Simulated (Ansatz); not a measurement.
Saddle point of GeH$_{4}$BrF, singlet (GeH₃F ([F][GeH3]) + HBr → GeH₃Br ([GeH3][Br]) + HF; bonds formed: Ge1–Br7, F2–H6; bonds broken: Ge1–F2, H6–Br7), PBE0-D4/def2-TZVP structure:

Ge1  (-0.633, -0.342, -0.110)
F2  (0.904, 0.007, 1.229)
H3  (-0.276, -1.258, -1.275)
H4  (-1.572, 0.837, -0.339)
H5  (-1.136, -1.183, 1.077)
H6  (1.397, 0.614, 0.555)
Br7  (1.317, 1.325, -1.137)
(Å)

Energies are electronic, without zero-point energy. Barriers and step energies count from the start structure reached by relaxing down the imaginary mode; all methods use the PBE0-D4 structures, on which another method's saddle can fall below an end. Program: Ansatz 0.2.0. Basis: def2-TZVPP, with def2-QZVPP for the basis limit. Cores are frozen in the correlated methods. Filled d shells of the heavier atoms are correlated. The def2 sets are not built for correlating such inner shells, so the correlated values are less sure here. B3LYP uses VWN-RPA correlation. Extrapolation: Hartree–Fock as exp(−7.88 √X), correlation as X^−2.97.

```tsv
method	barrier (kcal/mol)	step energy (kcal/mol)
SPW92	11.65	-7.49
PBE-D4	16.92	-7.34
BLYP-D4	?	-4.84
r2SCAN-D4	?	-6.02
B97M-V	24.54	-3.80
PBE0-D4	19.85	-8.22
B3LYP-D4	?	-5.66
r2SCAN0-D4	21.47	-7.30
BHLYP-D4	25.65	-6.08
CAM-B3LYP-D4	24.40	-4.25
wB97X-V	24.03	-5.39
wB97M-V	21.94	-6.25
B2PLYP	24.40	-5.30
PBE-QIDH	22.79	-7.88
RPA on PBE	26.32	-4.69
HF	34.69	-4.59
MP2	24.12	-7.11
CCSD	27.52	-5.96
CCSD(T)	25.62	-6.08
```

Fill in the withheld barriers. (Judge from chemistry; the value comes from the calculation.)

Computed: r2SCAN-D4 19.87; B3LYP-D4 22.55; BLYP-D4 20.53 kcal/mol. Each is the energy of the saddle less that of the start structure, by the same method.

For comparison, the barrier by CCSD(T) at an estimated basis limit (MP2 extrapolated from triple and quadruple zeta, plus CCSD(T) − MP2 in triple zeta) is 24.41 kcal/mol.

The T1 diagnostic stays at or below 0.011. The end structure is not quite a true minimum (one mode of 30i cm⁻¹).

Labels in which every atom is bracketed show which atoms are joined, not bond orders.

For scale, one of the runs: CCSD(T)/def2-TZVPP, 183 basis functions (an equivalent command: `ansatz run in.yaml --threads 4`). Hardware: 4 CPU threads, shared host. Wall time 73 s; peak host memory 2 GiB.
